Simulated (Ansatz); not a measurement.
Two isomers of C2H6O2SSi: A = `C=C[Si](O)(O)S`, B = `CC(=S)O[SiH2]O`.

Gas-phase electronic energies from Ansatz, PBE0-D4/def2-TZVP geometries. CCSD(T)/CBS is the MP2 limit (def2-TZVPP, def2-QZVPP) plus CCSD(T) − MP2 in def2-TZVPP, frozen cores. DFT in def2-TZVPP. B3LYP here is the variant with VWN-RPA as its local correlation; programs differ in this. Each species was taken in one conformer, which may not be the lowest.

Problem. Which isomer does CCSD(T)/CBS put lower? Give the gap. (Best estimate.)

Solution. Ansatz gave: A, by 143.1 kJ/mol.

Problem. Give E(B) − E(A) in kJ/mol with B2PLYP, CCSD/def2-TZVPP, B3LYP, r2SCAN-D4, CCSD(T)/def2-TZVPP, HF/def2-TZVPP, PBE0-D4. (An estimate is asked.)

Solution. Computed: B2PLYP 129.9, CCSD/def2-TZVPP 142.4, B3LYP 126.6, r2SCAN-D4 130.1, CCSD(T)/def2-TZVPP 137.9, HF/def2-TZVPP 139.1, PBE0-D4 133.2. None reverses the order clearly.

Largest T1 diagnostic: 0.015.

From PBE to PBE0 (25 % exact exchange), in def2-TZVPP and without D4, E(B) − E(A) moves by +9.5 kJ/mol.
